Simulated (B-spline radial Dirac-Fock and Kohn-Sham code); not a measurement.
## Ce: computed levels beside tabulated edges

Model: relaxed Dirac-Fock hole states (ΔSCF) with Breit and QED corrections and a finite nucleus. Program: a B-spline atomic structure program. Correlation energy is missing from these numbers.

Input file task.json (cfg lists n, l and occupation; rrms is the nuclear radius in fm):

```json
{"items": [{
  "Z": 58,
  "q": 0,
  "cfg": [[1, 0, 2], [2, 0, 2], [2, 1, 6], [3, 0, 2], [3, 1, 6], [3, 2, 10], [4, 0, 2], [4, 1, 6], [4, 2, 10], [4, 3, 1], [5, 0, 2], [5, 1, 6], [5, 2, 1], [6, 0, 2]],
  "A": 140,
  "rrms": 4.8771,
  "do": ["binding"],
  "screen": [5, 2]
}]}
```

Command: `python xray_run.py task.json out`

Two models are given for [Xe] 4f1 5d1 6s2. In the first the electron is removed to infinity. In the second it is placed in the 5d shell, so that the atom stays neutral; this mimics a hole screened by valence charge, or the onset of absorption below the ionisation limit. The tabulated edges (Elam, Ravel and Sieber, Radiat. Phys. Chem. 63, 121 (2002)) refer to the element in its standard state, with the Fermi level as zero for a metal.

```
level  ionised (eV)  screened (eV)  tabulated (eV)
   1s       40450.6        40443.8         40443.0
   2s        6564.8         6557.9          6548.0
2p1/2        6174.7         6167.9          6164.0
2p3/2        5733.6         5726.8          5723.0
   3s        1450.7         1443.8          1436.0
3p1/2        1285.9         1279.0          1274.0
3p3/2        1197.5         1190.6          1187.0
3d3/2         912.5          905.7           902.4
3d5/2         894.1          887.3           883.8
   4s         309.7          302.9           291.0
4p1/2         246.5          239.8           223.2
4p3/2         227.6          220.8           206.5
4d3/2         122.1          115.4           109.0
4d5/2         118.8          112.1           109.0
   5s         48.94          42.37           37.80
5p1/2         29.44          23.21           19.80
5p3/2         26.64          20.49           17.00
```

**Question.** Which of the two models lies closer to the table on average?

**Answer.** The screened model lies closer: the mean absolute deviations are 12.9 eV (ionised) and 6.2 eV (screened). Screening lowers the levels by 6.7 eV on average.
